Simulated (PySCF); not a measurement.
Work out the structure from these simulated measurements.

Formula: CH8O2Si4.

| Quantity | Value |
| --- | --- |
| Triplet | lowest triplet excitation (Tamm–Dancoff): 4.54 eV [TDA wB97X-D/def2-SVPD] |
| 13C NMR | chemical shifts (computed TMS as zero) by class: 170.7 (1 C) ppm [GIAO PBE0/pcSseg-1] |
| UV, first state | lowest singlet excitation: 4.95 eV (250 nm, f = 0.002) [TDDFT wB97X-D/def2-SVPD] |
| 1H NMR | chemical shifts (computed TMS as zero) by class: 7.95 (1 H), 5.91 (1 H), 4.39 (1 H), 4.26 (2 H), 4.10 (2 H), 3.99 (1 H) ppm [GIAO PBE0/pcSseg-1] |
| Rotational structure | rotational constants A, B, C: 1.593, 1.079, 0.975 GHz [PBE0-D3(BJ)/def2-SVP] |
| Dipole | 1.20 D [wB97X-D/def2-SVPD] |
| Valence photoelectron | vertical ionisation energy: 9.19 eV [ΔSCF wB97X-D/def2-SVPD] |
| NMR, other nuclei | isotropic shieldings of nuclei other than C and H, by class: -139 (1 O), 103 (1 O), 326 (1 Si), 426 (2 Si), 442 (1 Si) ppm [GIAO PBE0/pcSseg-1] |

The electronic properties come from PySCF, for the isolated species, density fitting. Levels stand in brackets. The structure is a single PBE0-D3(BJ)/def2-SVP conformer in the gas phase; no vibrational or solvent corrections. NMR classes are plain means over equivalent atoms (diastereotopic ones count apart unless rotation or inversion swaps them), as if these changed places fast.

Question: Propose a structure and show how it fits.

Answer: Numbering: `[O:1]=[CH:2][O:3][SiH:4]1[SiH2:5][SiH2:6][SiH2:7]1`. Its formula, CH8O2Si4, gives 2 degrees of unsaturation: 1 ring and 1 π bond in the structure found. The one carbon: carbonyl carbon [C2] (170.7 ppm). Hydrogen classes from least to most shielded: 1 H on a carbonyl carbon, C2 (7.95 ppm), 1 H on an oxygen-bound silicon, Si4 (5.91 ppm), 1 H on an SiH2 silicon, Si6 (4.39 ppm), 2 H on 2 SiH2 silicons, Si5/Si7 (4.26 ppm), 2 H on 2 SiH2 silicons, Si5/Si7 (4.10 ppm), 1 H on an SiH2 silicon, Si6 (3.99 ppm). The other shieldings belong to: -139 ppm, carbonyl oxygen [O1]; 103 ppm, oxygen singly bound to a carbonyl carbon [O3]; 326 ppm, oxygen-bound silicon [Si4]; 426 ppm, SiH2 silicon [Si5/Si7]; 442 ppm, SiH2 silicon [Si6]. The first electron is taken from the HOMO, whose largest Löwdin shares are 0.21 on the oxygen-bound silicon, 0.21 on each of 2 atoms of one kind (SiH2 silicon) and 0.18 on an SiH2 silicon. The optimised geometry has point group Cs and is an asymmetric top. Structure: `O([SiH]1[SiH2][SiH2][SiH2]1)C=O`. The assignments are read from this structure; whether some other isomer fits the data as well wasn't checked.

The values belong to the conformer `[O:1]=[CH:2][O:3][SiH:4]1[SiH2:5][SiH2:6][SiH2:7]1`: O1–C2–O3–Si4 0°, C2–O3–Si4–Si5 50°.
